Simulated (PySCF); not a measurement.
SMILES C=[CH][SnH]([O]C)[O]C (C4H10O2Sn), GFN2-xTB optimised geometry.

```
17

Sn    -1.33    -1.49     0.00
C      0.83    -1.49     0.00
C      1.60    -1.34     1.06
O     -2.20     0.31     0.00
C     -1.91     1.38    -0.86
O     -1.63    -2.21    -1.85
C     -2.86    -2.30    -2.52
H     -2.34    -2.13     1.23
H      1.24    -1.61    -1.00
H      1.20    -1.23     2.06
H      2.68    -1.31     0.97
H     -1.93     1.08    -1.91
H     -2.68     2.13    -0.69
H     -0.93     1.81    -0.64
H     -2.63    -2.49    -3.57
H     -3.43    -1.37    -2.45
H     -3.47    -3.12    -2.14
```

Density from PBE0/def2-SVP, def2 effective core potentials past Kr (PySCF) at that geometry. The core electrons that the potentials of Sn replace are not part of the density.

Minimum of the electron density along straight lines between bonded atoms, close to the bond critical point (lines longer than 1.1 times the sum of covalent radii, or with two minima, are not listed):

| bond | length / Å | ρ at the minimum / e bohr⁻³ | ∇²ρ there / e bohr⁻⁵ | position (fraction from the first atom) |
|---|---|---|---|---|
| Sn1–C2 | 2.162 | 0.100 | 0.14 | 0.50 |
| C2–C3 | 1.316 | [?] | -0.94 | 0.50 |
| Sn1–O4 | 2.003 | 0.101 | 0.53 | 0.51 |
| O4–C5 | 1.398 | 0.263 | -0.43 | 0.66 |
| Sn1–O6 | 2.007 | 0.100 | 0.52 | 0.51 |
| O6–C7 | 1.400 | 0.261 | -0.41 | 0.66 |
| Sn1–H8 | 1.716 | [?] | [?] | 0.62 |
| C2–H9 | 1.082 | 0.280 | -1.07 | 0.64 |
| C3–H10 | 1.077 | 0.285 | -1.10 | 0.63 |
| C3–H11 | 1.082 | 0.281 | -1.08 | 0.64 |
| C5–H12 | 1.094 | 0.280 | -1.04 | 0.63 |
| C5–H13 | 1.092 | 0.281 | -1.06 | 0.63 |
| C5–H14 | 1.094 | 0.279 | -1.04 | 0.63 |
| C7–H15 | 1.092 | 0.281 | -1.06 | 0.63 |
| C7–H16 | 1.093 | 0.280 | -1.05 | 0.63 |
| C7–H17 | 1.092 | 0.280 | -1.05 | 0.63 |

Fill in the missing entries.


- C2–C3, ρ at the minimum / e bohr⁻³: 0.347
- Sn1–H8, ρ at the minimum / e bohr⁻³: 0.109
- Sn1–H8, ∇²ρ there / e bohr⁻⁵: 0.12
